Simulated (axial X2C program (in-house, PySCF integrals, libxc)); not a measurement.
## BBr: properties at the nuclei

Calculated with an in-house all-electron X2C program for linear molecules (integrals from PySCF): two-component X2C with atomic mean-field Coulomb and Gaunt terms, Gaussian nuclei, basis Br dyall-cv3z, B dyall-v3z with contracted cores.

R = 1.893 Å (near the PBE0 minimum at charge 0 of the determinant lowest at the starting distance; the state shown can have its own minimum elsewhere).

Determinant lowest in the PBE0 search, Ω = 0 (closed shell), highest spinor 46% B s, 35% B p, 14% Br p:

```
    level  qzz Br (a.u.)  qzz B (a.u.)  μ (D)
     PBE0           1.91         -0.43  -1.48
       HF           2.41         -0.47  -1.25
    B3LYP           1.98         -0.45  -1.50
     BP86           1.70         -0.42  -1.59
BHandHLYP           2.20         -0.47  -1.36
```

Determinant 2.06 eV from it at PBE0 and this distance, Ω = 2 (⟨Sz⟩ = 1.00, ⟨Lz⟩ = 1.00 at PBE0), spin on the atoms Br 0.06, B 0.94:

```csv
level,Eeff magnitude (GV/cm),Ws magnitude Br (kHz),A∥/gI Br (MHz),qzz Br (a.u.),A∥/gI B (MHz),qzz B (a.u.),μ (D)
PBE0,0.805,0.184,153,5.11,209,-0.01,-0.03
HF,0.675,0.155,118,5.19,223,-0.05,0.53
B3LYP,0.816,0.187,153,5.19,216,0.00,-0.09
BP86,0.801,0.184,169,4.95,206,0.00,-0.25
BHandHLYP,0.865,0.197,138,5.36,221,-0.01,0.16
```

Eeff is the effective electric field on the electron electric dipole moment in this Ω state and Ws the scalar–pseudoscalar constant of the nucleus named (defined with the proton number Z and per Ω); A∥ (defined per Ω) follows by multiplying with gI = μI/(I μN); qzz is the electric field gradient, eQq0 = 234.96 MHz × Q/barn × qzz; μ is positive if the B end (last atom) is positive. The operators were transformed with the bare-nucleus X2C matrices; with these basis sets, hyperfine constants and field gradients can be off by tens of per cent, and where levels differ in sign neither size nor sign is settled.

(1) With Q(79Br) = 0.3087 barn, Q(11B) = 0.04059 barn (Q from Pyykkö, Mol. Phys. 2018), turn the PBE0 values of the first state into constants in MHz.

Each state is one determinant with collinear spin, which with several unpaired electrons need not be a pure state. Unrestricted Hartree–Fock can overshoot spin polarisation at the nuclei. With several open shells hyperfine constants can be off by a factor of several. Open-shell Ω = 0 determinants with evenly filled partner blocks cannot be reached by this program, so the Ω shown need not be the lowest component. The search compared states at one distance, so a state with another bond length can lie lower. PBE0 term energies can be off by some tenths of an eV.

## Answers

(1) eQq0(79Br) = 234.96 × (0.3087) × (1.91) = 139 MHz; eQq0(11B) = 234.96 × (0.04059) × (-0.43) = -4.1 MHz.
